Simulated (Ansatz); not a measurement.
`C[SiH2][GeH3]` + `NCS` → `NC[S][GeH3]` + `C[SiH3]`  (cleavage of the Ge–Si bond)

Gas-phase electronic energies from Ansatz, PBE0-D4/def2-TZVP geometries. CCSD(T)/CBS adds triple-zeta CCSD(T) − MP2 to the extrapolated MP2 energy (def2 sets, frozen cores). This one scheme is used for every species. DFT in def2-TZVPP. For Ge outer-core shells are correlated without core-valence functions, which leaves a few kJ/mol of doubt a bond. Scalar relativity is left out up to krypton. One conformer a species, not always the lowest.

Task: Is it downhill or uphill in electronic energy at CCSD(T)/CBS, and by how much? (An estimate is asked.)

Result: Computed: Downhill: ΔE = -0.40 eV.

Task: What do these levels give: BHLYP-D4, PBE, r2SCANh, MP2/def2-SVP, CCSD/def2-SVP, CCSD/def2-TZVPP? (An estimate is asked.)

Result: The calculation gave: BHLYP-D4 -0.45, PBE -0.30, r2SCANh -0.39, MP2/def2-SVP -0.54, CCSD/def2-SVP -0.47, CCSD/def2-TZVPP -0.40 eV.

Task: What do rigid-rotor, harmonic-oscillator terms from PBE0-D4/def2-TZVP frequencies (298.15 K, 1 bar) make of the CCSD(T)/CBS value? (Best estimate.)

Result: Computed: ΔZPE = +0.02 eV, ΔH = -0.39 eV, ΔS = -27 J/(mol·K), ΔG = -0.31 eV.

Largest T1 diagnostic among the species: 0.011.

The D4 term adds −0.05 eV with B3LYP and −0.02 eV with PBE0; it sums over pairs of atoms, weighted by their polarisabilities, and B3LYP, whose exchange is more repulsive, gets the larger term. Leaving LDA and LC-ωPBE aside and taking each functional with its dispersion term where it has one, the values, not all of them listed here, spread over 0.11 eV, from BHLYP-D4 to PBE-D4. From BLYP to BHLYP (50 % exact exchange), in def2-TZVPP and without D4, ΔE moves by −0.08 eV.

B3LYP here is the variant with VWN-RPA as its local correlation; programs differ in this.
